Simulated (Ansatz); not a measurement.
Species: BBr, charge 1, multiplicity 2. 
Structure (B3LYP-D3(BJ)/def2-TZVP (Ansatz, a quantum-chemistry and plane-wave program) minimum search):
```xyz
2

B      0.0000     0.0000    -1.5355
Br     0.0000     0.0000     0.2194
```
Charge +1, spin multiplicity 2.

Basis-set convergence of Hartree-Fock and CCSD correlation energies (hartree) with Ansatz. Valence correlation only, unless marked. UHF or UKS for open shells. No spin-orbit coupling. The frozen core is the preceding noble-gas configuration, with the filled d and f shells of earlier blocks. No relativistic terms.

```tsv
basis	functions	E(HF)	E(corr, CCSD)
def2-SVPD	61	-2596.38652	-0.18014
def2-TZVPPD	94	-2596.72868	-0.22252
def2-QZVPPD	161	-2596.77861	-0.23937
```

Extrapolating the two largest sets (X = 3 and 4) as X^-3: E(corr) = (64·(-0.23937) - 27·(-0.22252))/37 = -0.2517 Eh, an estimate of the basis-set limit. The largest set recovers 95.1 % of it, the smallest 71.6 %.
